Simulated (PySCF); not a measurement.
```xyz
4
charge 0 multiplicity 2, angstrom
Re   -0.4204    0.0000    0.0000
O    -2.0664    0.0000    0.0000
Br    0.7068   -2.0825    0.0000
Br    0.7068    2.0825    0.0000
```

These are results of UPBE0 in PySCF with Re def2-SVP with ECP60, O def2-SVP, Br def2-SVP; scalar-relativistic core potentials, no spin–orbit coupling; density-fitted integrals, not measurements.

This geometry of ReOBr₂ is a stationary point at this level.

Question: What is the point group?

Answer: C2v.

Question: Is it a minimum?

Answer: Yes: all harmonic wavenumbers are real.

Question: Which band is strongest in the infrared?

Answer: 1111 cm⁻¹ (a1), 139 km/mol.

Question: Give the atomic charges and bond orders.

Answer: 
```json
{"atom": "Re1", "Mulliken": "0.64", "Löwdin": "-0.35", "polar tensor": "1.35", "spin (Mulliken)": "0.96", "Mayer order to Re1": "–"}
{"atom": "O2", "Mulliken": "-0.22", "Löwdin": "0.01", "polar tensor": "-0.60", "spin (Mulliken)": "-0.09", "Mayer order to Re1": "2.26"}
{"atom": "Br3,4", "Mulliken": "-0.21", "Löwdin": "0.17", "polar tensor": "-0.38", "spin (Mulliken)": "0.06", "Mayer order to Re1": "1.21"}
```

Question: What is the atomisation energy, with and without zero-point energy?

Answer: 1213 kJ/mol without, 1201 kJ/mol with.

Only a few start shapes were tried, so a lower isomer may exist. Other spin states or occupations of the open shell can lie lower. Spin–orbit coupling, left out here, can matter for elements this heavy.
